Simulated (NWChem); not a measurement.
Species: CH4GeO2, singlet; SMILES C[O][Ge][OH]

```xyz
8

Ge     0.3584    -0.7035     0.0017
O     -1.4300    -0.7521    -0.0019
H     -1.9058     0.0869    -0.0350
O      0.6486     1.0676    -0.0114
C     -0.2819     2.1071     0.0070
H     -1.1087     1.9360     0.7250
H      0.2190     3.0415     0.3088
H     -0.7305     2.2801    -0.9894
```
Atoms are numbered in this order, from 1.

Program: NWChem. Low-valent species are run as closed-shell singlets; no triplet was tried in these runs. Coordinates come from a PBE0/def2-SVP optimisation. Total energies compare along this basis series because the functional is fixed.

```tsv
level	basis functions	energy (Ha)	highest occupied level (eV)	orbital gap (eV)	dipole (D)
TPSS/pcseg-1	89	-2267.7228	-6.82	4.56	1.77
TPSS/aug-pcseg-1	141	-2267.7389	-6.88	4.50	1.50
TPSS/pcseg-2	189	-2268.1212	-6.83	4.51	1.56
TPSS/STO-3G	37	-2241.4480	-0.25	1.59	2.29
TPSS/def2-SVP	94	-2267.5917	___	4.58	___
```

Complete the blanks.


- TPSS/def2-SVP, highest occupied level (eV): -6.66
- TPSS/def2-SVP, dipole (D): 1.83
